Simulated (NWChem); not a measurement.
Species: GaCl₃; SMILES [Cl][Ga]([Cl])[Cl]

All runs: NWChem. Pople sets run with spherical d functions. Coordinates come from a PBE0/def2-SVP optimisation. Static field.

| level | basis functions | isotropic polarisability (bohr³) | anisotropy (bohr³) | relative time |
|---|---|---|---|---|
| B3LYP/6-31G* | 86 | 53.1 | 30.2 | 2 |
| B3LYP/def2-SVP | 86 | 49.1 | 26.6 | 1 |
| B3LYP/def2-SVPD | 119 | 68.6 | 26.9 | 2 |
| B3LYP/def2-TZVP | 159 | 61.1 | 28.5 | 5 |
| B3LYP/aug-cc-pVDZ | 117 | 67.8 | 28.0 | 10 |

The last column is a rough cost ratio, cheapest run = 1.
